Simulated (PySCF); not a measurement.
**C₆ coefficients of unlike pairs at PBE**

Calculated with PySCF 2.14 from the dipole response of each species, C₆(A,B) = (3/π) ∫ α_A(iu) α_B(iu) du, in atomic units, from isotropic polarisabilities. For ions this is the dispersion term alone; charge-induced terms of lower order in 1/R come first.

| species | configuration | basis | relativity | α (bohr³) | C₆ (like pair) |
| --- | --- | --- | --- | --- | --- |
| Re²⁺ | [Xe] 4f14 5d5 (6S) | aug-cc-pVQZ-PP with ECP60MDF (7s7p6d4f3g2h) | core potential | 12.38 | 76.65 |
| Ne⁺ | [He] 2s2 2p5 (2P) | def2-TZVPPD (6s4p3d1f) | none | 1.392 | 2.412 |
| Rh | [Kr] 4d8 5s1 (4F) | aug-cc-pVTZ-PP with ECP28MDF (6s6p5d3f2g) | core potential | 52.69 | 456.3 |
| N⁺ | [He] 2s2 2p2 (3P) | dyall-acv3z (15s9p4d2f) | spin-free X2C | 3.907 | 8.456 |

Question: Estimate C₆ for N⁺ with Re²⁺.

Answer: The integral gives 25.43. The combination rule 2 C_A C_B / (C_A α_B/α_A + C_B α_A/α_B) gives 25.42 and the geometric mean 25.46.

No spin-orbit coupling is included.

The other pairs:

```tsv
pair	C₆
N⁺, Rh	56.27
Rh, Ne⁺	25.21
Ne⁺, Re²⁺	12.79
N⁺, Ne⁺	4.234
Rh, Re²⁺	171.1
```
